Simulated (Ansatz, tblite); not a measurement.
# TiNH2Cl3 (SMILES [NH2][Ti]([Cl])([Cl])[Cl]): the vertical energy of the triplet above the singlet, rung by rung

The species is TiNH2Cl3 (7 atoms), meant as a singlet with charge 0. SMILES: `[NH2][Ti]([Cl])([Cl])[Cl]`. The coordinates come from a PBE0-D4/def2-TZVP relaxation.

Quantity: the vertical energy of the triplet above the singlet, in eV. The values are calculated.

```json
{"level": "IPEA1-xTB", "kind": "semi-empirical", "program": "tblite", "value (eV)": "4.67", "less CCSD(T)/def2-SVP": "+1.27", "CPU time (all runs)": "under 2 s"}
{"level": "HF/def2-SVP", "kind": "Hartree–Fock", "program": "Ansatz", "value (eV)": "0.85", "less CCSD(T)/def2-SVP": "-2.55", "CPU time (all runs)": "59 s"}
{"level": "SVWN5/def2-SVP", "kind": "LDA", "program": "Ansatz", "value (eV)": "3.53", "less CCSD(T)/def2-SVP": "+0.13", "CPU time (all runs)": "34 s"}
{"level": "revPBE/def2-SVP", "kind": "GGA", "program": "Ansatz", "value (eV)": "3.32", "less CCSD(T)/def2-SVP": "-0.08", "CPU time (all runs)": "61 s"}
{"level": "MP2/def2-SVP", "kind": "perturbation theory", "program": "Ansatz", "value (eV)": "3.97", "less CCSD(T)/def2-SVP": "+0.57", "CPU time (all runs)": "64 s"}
{"level": "CCSD(T)/def2-SVP", "kind": "coupled cluster or CI", "program": "Ansatz", "value (eV)": "3.40", "less CCSD(T)/def2-SVP": "0.00", "CPU time (all runs)": "9.2 min"}
```

Differences are taken from CCSD(T)/def2-SVP for orientation; it has basis-set and higher-order errors of its own. The values span 0.85 to 4.67 eV. Times are those of the runs behind each value, whatever else they computed, on shared processors of several kinds: orders of magnitude only.
